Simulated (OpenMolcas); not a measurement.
# O²⁺: RASPT2 settings compared

```yaml
Program: OpenMolcas
Basis: ANO-L-VQZP [5s4p3d2f]
Scalar_Hamiltonian: non-relativistic, point nucleus
Active_space: 4 electrons in 9 orbitals (RAS2 2s 2p; RAS3 3d, at most 2 electrons)
State_averaging: 2S+1 = 3 even, 3 roots; 2S+1 = 1 even, 6 roots kept (CI in the orbitals of an earlier block); 2S+1 = 5 odd, 1 root; 2S+1 = 3 odd, 9 roots kept (CI in the orbitals of an earlier block); 2S+1 = 1 odd, 8 roots kept (CI in the orbitals of an earlier block)
Spin-orbit_coupling: RASSI with atomic mean-field integrals over the reference wave functions, term energies averaged over their components
```

Methods on the same reference wave functions:
A. RASSCF
B. SS-RASPT2, IPEA 0 Eh, real shift 0.05 Eh (closed shells correlated: 1s)
C. SS-RASPT2, IPEA 0.75 Eh, sigma1 regulariser 0.05 Eh (closed shells correlated: 1s)
D. SS-RASPT2, IPEA 0.75 Eh, sigma1 regulariser 0.4 Eh (closed shells correlated: 1s)

Energies in cm⁻¹ above 2s² 2p² ³P₀, the measured ground level; measured values from Moore, Selected Tables of Atomic Spectra, NSRDS-NBS 3, section 11.

| Level | A | B | C | D | Measured |
| --- | --- | --- | --- | --- | --- |
| 2s² 2p² ³P₀ | 0.0 | 0.0 | 0.0 | 0.0 | 0.0 |
| 2s² 2p² ³P₁ | 106 | 106 | 106 | 106 | 113 |
| 2s² 2p² ³P₂ | 312 | 312 | 312 | 312 |  |
| 2s² 2p² ¹D₂ | 22653 | 20890 | 20910 | 20910 | 20273 |
| 2s² 2p² ¹S₀ | 47884 | 43760 | 43980 | 43980 | 43186 |
| 2s 2p³ ⁵S°₂ | 56541 | 58500 | 58530 | 58530 | 60325 |
| 2s 2p³ ³D°₁ | 122899 | 119950 | 120130 | 120130 |  |
| 2s 2p³ ³D°₂ | 122899 | 119950 | 120130 | 120130 |  |
| 2s 2p³ ³D°₃ | 122901 | 119950 | 120140 | 120140 |  |
| 2s 2p³ ³P°₀ | 148118 | 142780 | 143200 | 143230 |  |
| 2s 2p³ ³P°₁ | 148119 | 142780 | 143200 | 143240 |  |
| 2s 2p³ ³P°₂ | 148120 | 142780 | 143200 | 143240 |  |
| 2s 2p³ ¹D°₂ | 196426 | 188480 | 188720 | 188720 | 187054 |
| 2s 2p³ ³S°₁ | 205261 | 198210 | 198520 | 198520 | 197088 |
| 2s 2p³ ¹P°₁ | 223394 | 212920 | 213610 | 213660 | 210462 |

Deviations, from unrounded energies. A percentage is the sum of absolute deviations over the sum of measured energies, with the sign that they share, or ± where signs differ.

```json
{"Against measurement": "mean absolute deviation (cm-1)", "Levels": "7", "A": "5900", "B": "1100", "C": "1400", "D": "1400"}
{"Against measurement": "fine structure of the ground term (%)", "Levels": "1", "A": "-6.8", "B": "-6.6", "C": "-6.6", "D": "-6.6"}
{"Against measurement": "other terms of the ground configuration (%)", "Levels": "2", "A": "+11.2", "B": "+1.9", "C": "+2.3", "D": "+2.3"}
{"Against measurement": "other configurations (%)", "Levels": "4", "A": "±5.2", "B": "±1.0", "C": "±1.2", "D": "±1.2"}
```

B lies closest to measurement on these levels and A furthest from it. The largest miss of B in the table is 2s 2p³ ¹P°₁, by +2500 cm-1. The ranking rests on the paired levels alone, and a cruder setting can come out closer through cancelling errors.

Among B to D the level of the table that moves most is 2s 2p³ ¹P°₁, by 740 cm-1 (lowest in B, highest in D). Moves below CASPT2's spread within the term are not significant.

From A to B the spin-free energies of the other terms of 2s² 2p² shown, above ³P, scale by factors of 0.91 to 0.92.

The lowest spin-free term lies below A's lowest term by 0.037 hartree in B, 0.036 hartree in C, 0.036 hartree in D.

CASPT2 breaks the degeneracy within a term, and the mean is taken; among the terms shown or strongly mixed into the levels shown the widest spread is 18 cm-1 (2s 2p³ ³D°, C). Terms from blocks run as CI alone lack orbitals of their own. Active for correlation alone: 3d; no level in the range computed is led by a configuration that fills it, so any true level of that kind is missing. Computed and measured levels are paired by configuration, term and J; levels that our copy of the source lacks, or whose pairing is in doubt (as where it misses far off the trend of its configuration), stay unpaired and out of the deviations. Only configurations of the active space appear.

° marks odd parity.
